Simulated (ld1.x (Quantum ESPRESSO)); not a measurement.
**chlorine: excitation energies, all-electron against ultrasoft**

ld1.x (Quantum ESPRESSO) 7.5 input, shortened:

```
&input
   title='Cl', zed=17., rel=0, dft='PZ', iswitch=3,
   config='[Ne] 3s2 3p5 3d-2'
 /
 &inputp
   pseudotype=3, tm=.true., lloc=-1, rcloc=1.30,
   nlcc=.true., new_core_ps=.true., rcore=0.85
 /
6
3S  1  0   2.00   0.00  1.25  1.35  0.0
3S  1  0   0.00   0.60  1.25  1.35  0.0
3P  2  1   5.00   0.00  1.30  1.55  0.0
3P  2  1   0.00  -0.15  1.30  1.55  0.0
3D  3  2  -2.00   0.05  1.10  1.45  0.0
3D  3  2  -2.00   2.85  1.10  1.45  0.0
 &test
   configts(1)='3s2 3p5'
 /
```

Energies are relative to the spin-unpolarised reference configuration 3s2 3p5; without spin polarisation the order of configurations can differ from experiment. Spin-polarised rows fill each open shell by Hund’s rule, majority spin first. The frozen-core shift is the all-electron ΔE with the core orbitals held at their reference shape minus the fully relaxed ΔE.

```csv
valence configuration,charge,ΔE all-electron (eV),error AE − PS (meV),frozen-core shift (meV)
3s2 3p3,+2,39.527,+13,+8.4
3s2 3p2,+3,77.928,+53,+35
3s2 3p4.5,+0.5,5.642,+0.2,+0.2
3s2 3p5.3,-0.3,-2.177,0.0,+0.1
3s1 3p5,+1,26.387,+1.8,+1.6
3s2 3p1,+4,130.296,+148,+101
3s2 3p4 (spin-polarised),+1,13.107,+13,+1.9
```

Task: What are ΔE and the potential's error for 3s2 3p4?

Result: ΔE = 13.987 eV all-electron; the error (AE − PS) is +1.6 meV.

Task: What are ΔE and the potential's error for 3s2 3p5 (spin-polarised)?

Result: ΔE = -0.186 eV all-electron; the error (AE − PS) is +2.4 meV.

Levels in the configuration 3s2 3p4:

| level | all-electron (eV) | pseudo (eV) |
| --- | --- | --- |
| 3s | -31.883 | -31.879 |
| 3p | -19.524 | -19.520 |
